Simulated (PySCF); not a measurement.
Correlation energy of Xe²⁺ (xenon, charge +2)

[Kr] 4d10 5s1 5p5, high-spin 3P determinant (an excited configuration). All numbers are calculated (PySCF 2.14, scalar relativity through the core potential, in aug-cc-pwCVTZ-PP with ECP28MDF (8s7p6d4f1g, 96 functions)). Frozen: 4s2 4p6 4d10; 6 electrons correlated.

| level | correlation energy (mhartree) |
| --- | --- |
| CCSD | -186.68 |
| (T) | -16.37 |
| CCSD(T) | -203.05 |

Diagnostics: T1 = 0.015, D1 = 0.0261, largest double amplitude 0.205.

Task: Is a single reference adequate?

Result: Not fully. A double-excitation amplitude exceeds 0.15, a sign of near-degeneracy.
